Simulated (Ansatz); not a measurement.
Ansatz (an electronic-structure program) input file for C₆H₆O, SMILES C=C=C1C=CCO1, PBE-D3(BJ)/def2-SVP. 

Ansatz 0.2 input:
```yaml
crystal:
  periodic: [false, false, false]
  atoms:
    - {symbol: C, position_ang: [0.02087958, 2.92679472, 0.00000000]}
    - {symbol: C, position_ang: [0.02672457, 1.63276524, 0.00000000]}
    - {symbol: C, position_ang: [-0.01085891, 0.32347803, -0.00000000]}
    - {symbol: C, position_ang: [-1.19524108, -0.52483366, -0.00000000]}
    - {symbol: C, position_ang: [-0.79865045, -1.79483737, 0.00000000]}
    - {symbol: C, position_ang: [0.69761384, -1.83622756, 0.00000000]}
    - {symbol: O, position_ang: [1.11338057, -0.48311538, -0.00000000]}
    - {symbol: H, position_ang: [0.01890107, 3.50046109, -0.91624222]}
    - {symbol: H, position_ang: [0.01890107, 3.50046108, 0.91624222]}
    - {symbol: H, position_ang: [-2.19360252, -0.13254891, 0.00000000]}
    - {symbol: H, position_ang: [-1.39830772, -2.68457619, -0.00000000]}
    - {symbol: H, position_ang: [1.10212909, -2.34085525, 0.88923620]}
    - {symbol: H, position_ang: [1.10212908, -2.34085525, -0.88923621]}
basis:
  gaussian:
    orbitals: def2-SVP
hamiltonian:
  xc: pbe
  dispersion: d3bj
relax: {f_tol: 0.002, max_steps: 200}
```

It prints:

```
WARN ansatz: RAYON_NUM_THREADS=1 ignored (pool sized by the plan → 1); use --threads N
Functional definition: PBE
integrals: 0.07 GiB planned
1439 factors; their error is unknown
mean field: 0.41 GiB planned
mean field evaluation 1: about -8337.5000 eV, gradient 6.1e1 eV
mean field evaluation 2: about -8332.9203 eV, gradient 7.4e1 eV
mean field evaluation 4: about -8347.4333 eV, gradient 1.0e1 eV
mean field evaluation 8: about -8347.7368 eV, gradient 2.5e-1 eV
mean field evaluation 16: about -8347.6608 eV, gradient 3.2e-3 eV
mean field -8347.66078241 eV, -306.7708755057 hartree, gradient 3.0e-5 eV, S^2 0.000000; 0 other end points of the search recorded, 0 dependent functions left out
the calculation of the forces begins
reference -8347.66081721 eV, -306.7708767847 hartree; 25, 25 occupied and 103, 103 virtual orbitals, 1439 factors
relax step   1: F+E_penalty+E_count = -8347.95003533 eV  Δ(F+E_penalty+E_count) = +0.000e0 eV  max|allowed force component| = 1.013e0 eV/Å  Δτ_max = 0.0000 Å  (34 SCF iters, accepted)
these checks for a lower state are left out or cut short: starts, cluster_reference, orbital_swaps, neighbouring_geometries, increment
integrals: 0.07 GiB planned
1439 factors; their error is unknown
mean field: 0.41 GiB planned
mean field -8347.76980876 eV, -306.7748821504 hartree, gradient 1.4e-5 eV, S^2 0.000000; 0 other end points of the search recorded, 0 dependent functions left out
the calculation of the forces begins
reference -8347.76984394 eV, -306.7748834432 hartree; 25, 25 occupied and 103, 103 virtual orbitals, 1439 factors
relax step   2: F+E_penalty+E_count = -8348.05676364 eV  Δ(F+E_penalty+E_count) = -1.067e-1 eV  max|allowed force component| = 2.702e-1 eV/Å  Δτ_max = 0.0501 Å  (35 SCF iters, accepted)
these checks for a lower state are left out or cut short: starts, cluster_reference, orbital_swaps, neighbouring_geometries, increment
integrals: 0.07 GiB planned
1439 factors; their error is unknown
mean field: 0.41 GiB planned
mean field evaluation 32: about -8347.7559 eV, gradient 9.4e-2 eV
mean field -8347.68461852 eV, -306.7717514666 hartree, gradient 1.1e-5 eV, S^2 0.000000; 0 other end points of the search recorded, 0 dependent functions left out
the calculation of the forces begins
reference -8347.68465360 eV, -306.7717527560 hartree; 25, 25 occupied and 103, 103 virtual orbitals, 1439 factors
relax step   3: F+E_penalty+E_count = -8347.97071879 eV  Δ(F+E_penalty+E_count) = +8.604e-2 eV  max|allowed force component| = 1.274e0 eV/Å  Δτ_max = 0.1004 Å  (33 SCF iters, rejected (line search))
these checks for a lower state are left out or cut short: starts, cluster_reference, orbital_swaps, neighbouring_geometries, increment
integrals: 0.07 GiB planned
1439 factors; their error is unknown
mean field: 0.41 GiB planned
mean field -8347.76034382 eV, -306.7745343203 hartree, gradient 1.4e-5 eV, S^2 0.000000; 0 other end points of the search recorded, 0 dependent functions left out
the calculation of the forces begins
reference -8347.76037914 eV, -306.7745356180 hartree; 25, 25 occupied and 103, 103 virtual orbitals, 1439 factors
relax step   4: F+E_penalty+E_count = -8348.04630478 eV  Δ(F+E_penalty+E_count) = +1.046e-2 eV  max|allowed force component| = 7.703e-1 eV/Å  Δτ_max = 0.0502 Å  (34 SCF iters, rejected (line search))
these checks for a lower state are left out or cut short: starts, cluster_reference, orbital_swaps, neighbouring_geometries, increment
integrals: 0.07 GiB planned
1439 factors; their error is unknown
mean field: 0.41 GiB planned
mean field -8347.77674061 eV, -306.7751368911 hartree, gradient 1.4e-5 eV, S^2 0.000000; 0 other end points of the search recorded, 0 dependent functions left out
the calculation of the forces begins
reference -8347.77677592 eV, -306.7751381886 hartree; 25, 25 occupied and 103, 103 virtual orbitals, 1439 factors
relax step   5: F+E_penalty+E_count = -8348.06293314 eV  Δ(F+E_penalty+E_count) = -6.170e-3 eV  max|allowed force component| = 1.936e-1 eV/Å  Δτ_max = 0.0245 Å  (34 SCF iters, accepted)
these checks for a lower state are left out or cut short: starts, cluster_reference, orbital_swaps, neighbouring_geometries, increment
integrals: 0.07 GiB planned
1439 factors; their error is unknown
mean field: 0.41 GiB planned
mean field -8347.77958826 eV, -306.7752415402 hartree, gradient 1.5e-5 eV, S^2 0.000000; 0 other end points of the search recorded, 0 dependent functions left out
the calculation of the forces begins
reference -8347.77962357 eV, -306.7752428379 hartree; 25, 25 occupied and 103, 103 virtual orbitals, 1439 factors
relax step   6: F+E_penalty+E_count = -8348.06577434 eV  Δ(F+E_penalty+E_count) = -2.841e-3 eV  max|allowed force component| = 1.724e-2 eV/Å  Δτ_max = 0.0177 Å  (35 SCF iters, accepted)
these checks for a lower state are left out or cut short: starts, cluster_reference, orbital_swaps, neighbouring_geometries, increment
integrals: 0.07 GiB planned
1439 factors; their error is unknown
mean field: 0.41 GiB planned
mean field evaluation 64: about -8347.7796 eV, gradient 4.1e-2 eV
mean field -8347.77959771 eV, -306.7752418877 hartree, gradient 6.8e-5 eV, S^2 0.000000; 0 other end points of the search recorded, 0 dependent functions left out
the calculation of the forces begins
reference -8347.77963302 eV, -306.7752431853 hartree; 25, 25 occupied and 103, 103 virtual orbitals, 1439 factors
relax step   7: F+E_penalty+E_count = -8348.06578613 eV  Δ(F+E_penalty+E_count) = -1.179e-5 eV  max|allowed force component| = 9.844e-3 eV/Å  Δτ_max = 0.0009 Å  (23 SCF iters, accepted)
these checks for a lower state are left out or cut short: starts, cluster_reference, orbital_swaps, neighbouring_geometries, increment
integrals: 0.07 GiB planned
1439 factors; their error is unknown
mean field: 0.41 GiB planned
mean field -8347.77960892 eV, -306.7752422997 hartree, gradient 8.1e-5 eV, S^2 0.000000; 0 other end points of the search recorded, 0 dependent functions left out
the calculation of the forces begins
reference -8347.77964424 eV, -306.7752435974 hartree; 25, 25 occupied and 103, 103 virtual orbitals, 1439 factors
relax step   8: F+E_penalty+E_count = -8348.06579188 eV  Δ(F+E_penalty+E_count) = -5.742e-6 eV  max|allowed force component| = 5.018e-3 eV/Å  Δτ_max = 0.0012 Å  (23 SCF iters, accepted)
these checks for a lower state are left out or cut short: starts, cluster_reference, orbital_swaps, neighbouring_geometries, increment
integrals: 0.07 GiB planned
1439 factors; their error is unknown
mean field: 0.41 GiB planned
mean field -8347.77961585 eV, -306.7752425544 hartree, gradient 1.4e-5 eV, S^2 0.000000; 0 other end points of the search recorded, 0 dependent functions left out
the calculation of the forces begins
reference -8347.77965117 eV, -306.7752438521 hartree; 25, 25 occupied and 103, 103 virtual orbitals, 1439 factors
relax step   9: F+E_penalty+E_count = -8348.06579326 eV  Δ(F+E_penalty+E_count) = -1.384e-6 eV  max|allowed force component| = 2.891e-3 eV/Å  Δτ_max = 0.0012 Å  (25 SCF iters, accepted)
these checks for a lower state are left out or cut short: starts, cluster_reference, orbital_swaps, neighbouring_geometries, increment
integrals: 0.07 GiB planned
1439 factors; their error is unknown
mean field: 0.41 GiB planned
mean field -8347.77961756 eV, -306.7752426170 hartree, gradient 5.2e-5 eV, S^2 0.000000; 0 other end points of the search recorded, 0 dependent functions left out
the calculation of the forces begins
reference -8347.77965287 eV, -306.7752439147 hartree; 25, 25 occupied and 103, 103 virtual orbitals, 1439 factors
relax step  10: F+E_penalty+E_count = -8348.06579075 eV  Δ(F+E_penalty+E_count) = +2.515e-6 eV  max|allowed force component| = 8.264e-3 eV/Å  Δτ_max = 0.0006 Å  (23 SCF iters, rejected (line search))
these checks for a lower state are left out or cut short: starts, cluster_reference, orbital_swaps, neighbouring_geometries, increment
integrals: 0.07 GiB planned
1439 factors; their error is unknown
mean field: 0.41 GiB planned
mean field -8347.77961788 eV, -306.7752426290 hartree, gradient 2.8e-5 eV, S^2 0.000000; 0 other end points of the search recorded, 0 dependent functions left out
the calculation of the forces begins
reference -8347.77965320 eV, -306.7752439267 hartree; 25, 25 occupied and 103, 103 virtual orbitals, 1439 factors
relax step  11: F+E_penalty+E_count = -8348.06579398 eV  Δ(F+E_penalty+E_count) = -7.174e-7 eV  max|allowed force component| = 7.727e-4 eV/Å  Δτ_max = 0.0003 Å  (22 SCF iters, accepted)
integrals: 0.07 GiB planned
1439 factors; their error is unknown
mean field: 0.41 GiB planned
mean field evaluation 96: about -8347.8436 eV, gradient 1.8e0 eV
mean field -8347.77961788 eV, -306.7752426290 hartree, gradient 2.8e-5 eV, S^2 0.000000; 1 other end points of the search recorded, 0 dependent functions left out
the calculation of the forces begins
reference -8347.77965320 eV, -306.7752439267 hartree; 25, 25 occupied and 103, 103 virtual orbitals, 1439 factors
Total energy: -8348.06582929 eV, -306.7857607042 hartree
Atom 0 at     0.028762     2.969550     0.000000 Å, force     0.000046     0.000257    -0.000000 eV/Å
Atom 1 at     0.028134     1.654334     0.000000 Å, force     0.000080    -0.000369     0.000000 eV/Å
Atom 2 at    -0.019890     0.321544     0.000000 Å, force     0.000773    -0.000160    -0.000000 eV/Å
Atom 3 at    -1.205491    -0.537762    -0.000000 Å, force    -0.000496     0.000270     0.000000 eV/Å
Atom 4 at    -0.797326    -1.826949    -0.000000 Å, force     0.000141    -0.000291    -0.000000 eV/Å
Atom 5 at     0.703207    -1.855187     0.000000 Å, force    -0.000002     0.000632     0.000000 eV/Å
Atom 6 at     1.109586    -0.481048     0.000000 Å, force    -0.000102     0.000136    -0.000000 eV/Å
Atom 7 at     0.032162     3.558331    -0.938483 Å, force    -0.000043    -0.000103     0.000204 eV/Å
Atom 8 at     0.032162     3.558331     0.938483 Å, force    -0.000043    -0.000103    -0.000204 eV/Å
Atom 9 at    -2.233335    -0.155843    -0.000000 Å, force    -0.000045    -0.000268    -0.000000 eV/Å
Atom 10 at    -1.431205    -2.723616    -0.000000 Å, force    -0.000219     0.000000    -0.000000 eV/Å
Atom 11 at     1.128615    -2.367788     0.896751 Å, force    -0.000045    -0.000001    -0.000167 eV/Å
Atom 12 at     1.128615    -2.367788    -0.896751 Å, force    -0.000045    -0.000001     0.000167 eV/Å
Dipole moment:    -0.244282    -0.293502     0.000000 e Å
```

The calculation finished and met its thresholds.
